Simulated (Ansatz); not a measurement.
Computed with Ansatz on PBE0-D4/def2-TZVP structures; ΔE is electronic, products minus reactants. CCSD(T)/CBS is the MP2 limit (def2-TZVPP, def2-QZVPP) plus CCSD(T) − MP2 in def2-TZVPP, frozen cores. Functionals use def2-TZVPP. HSE06 is defined as in plane-wave codes. Elements past krypton have def2 core potentials. For Se, Te outer-core shells are correlated without core-valence functions, which leaves a few kJ/mol of doubt a bond. Scalar relativity is left out up to krypton. Each species was taken in one conformer, which may not be the lowest.

Reaction (substitution at a C–Se bond): `O=C(S)[SeH]` + H₂Te → `O=C(S)[TeH]` + H₂Se

Question: Is it downhill or uphill in electronic energy at CCSD(T)/CBS, and by how much? (An estimate is asked.)

Answer: Ansatz gave: Downhill: ΔE = -2.7 kcal/mol.

Question: What do these levels give: B97M-V, r2SCANh-D4, HSE06-D4, PBE-QIDH, PBE, revPBE, r2SCANh, MP2/def2-SVP, CCSD/def2-SVP, CCSD(T)/def2-TZVPP, SCS-MP2/def2-QZVPP, MP2/CBS(def2)? (An estimate is asked.)

Answer: Ansatz gave: B97M-V -1.3, r2SCANh-D4 -1.8, HSE06-D4 -1.5, PBE-QIDH -1.3, PBE -1.9, revPBE -2.1, r2SCANh -1.8, MP2/def2-SVP -1.8, CCSD/def2-SVP -1.2, CCSD(T)/def2-TZVPP -1.4, SCS-MP2/def2-QZVPP -2.5, MP2/CBS(def2) -3.4 kcal/mol.

Largest T1 diagnostic among the species: 0.016.

Leaving LDA and LC-ωPBE aside and taking each functional with its dispersion term where it has one, the values, not all of them listed here, spread over 1.5 kcal/mol, from BLYP-D4 to ωB97X-V. At CCSD(T), def2-SVP lies +1.2 kcal/mol from the extrapolated value and def2-TZVPP +1.2 kcal/mol.
